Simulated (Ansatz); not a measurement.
C2H4SSi (`S[SiH]1C=C1`), 8 atoms. Total charge 0; spin multiplicity 1. All runs use 2 threads of an Arm Neoverse V1 on a shared host. Correlated methods freeze the cores.

(1) Give the basis size and wall time and peak host memory of each of these runs in Ansatz. RKS ωB97M-V/def2-SVP energy; RKS PBE0-D4/def2-SVP energy; RHF-CCSD(T)/def2-TZVPP energy; RHF-CCSD(T)/def2-SVP energy; RHF-MP2/def2-QZVPP energy; RKS PBE0-D4/def2-TZVP frequencies; RKS PBE0-D4/def2-TZVP relaxation (13 steps); RKS ωB97M-V/def2-QZVPP energy; direct RPA on PBE orbitals/def2-TZVPP energy; RKS PBE-D4/def2-TZVPP energy and forces; RKS PBE0-D4/def2-QZVPP energy; RKS revPBE-D4/def2-TZVPP energy. (Best estimate.)

Results:

(1) The calculation gave: Other jobs shared the machine, so times are rough.

```tsv
level	job	functions	wall time	peak host memory (GiB)
RKS PBE0-D4/def2-SVP	energy	84	1.3 s	0.41
RHF-CCSD(T)/def2-SVP	energy	84	2.6 s	0.41
RKS revPBE-D4/def2-TZVPP	energy	202	2.6 s	0.23
RKS PBE-D4/def2-TZVPP	energy and forces	202	3.1 s	0.23
RKS ωB97M-V/def2-SVP	energy	84	5.5 s	0.41
direct RPA on PBE orbitals/def2-TZVPP	energy	202	5.5 s	0.41
RKS PBE0-D4/def2-QZVPP	energy	374	9 s	1
RHF-MP2/def2-QZVPP	energy	374	20 s	1.6
RKS ωB97M-V/def2-QZVPP	energy	374	22 s	1.2
RKS PBE0-D4/def2-TZVP	relaxation (13 steps)	160	52 s	0.34
RHF-CCSD(T)/def2-TZVPP	energy	202	65 s	2.4
RKS PBE0-D4/def2-TZVP	frequencies	160	2.1 min	0.41
```
